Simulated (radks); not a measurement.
The numbers below are computed, except where a source is named.
Orbital eigenvalues (eV) of the copper ion Cu3+, [Ar] 3d8, at several levels of relativity; Dirac values are averaged over j with weights 2j + 1. Spin-unpolarised spherical Kohn-Sham, PBE, point nucleus unless stated (finite: rms radius 3.8823 fm), a radial shooting solver on a logarithmic mesh with Libxc functionals. A level marked "c x" has the speed of light scaled by that factor and shares open shells by 2j + 1; other Dirac levels either fill j = l - 1/2 first or share by 2j + 1.

shell  non-rel.  scalar-rel.  Dirac, 2j+1 shares, finite nucleus  Dirac, c x 3  change of magnitude, last against first (%)
1s      -8793.3      -8897.8                             -8895.5       -8804.4                                        +0.13
2s      -1087.3      -1109.8                             -1109.4       -1089.7                                        +0.22
2p      -959.03      -964.19                             -963.93       -959.57                                        +0.06
3s      -157.00      -160.69                             -160.65       -157.39                                        +0.25
3p      -116.86      -117.80                             -117.79       -116.96                                        +0.09
3d      -49.233      -48.912                             -48.908       -49.196                                        -0.07
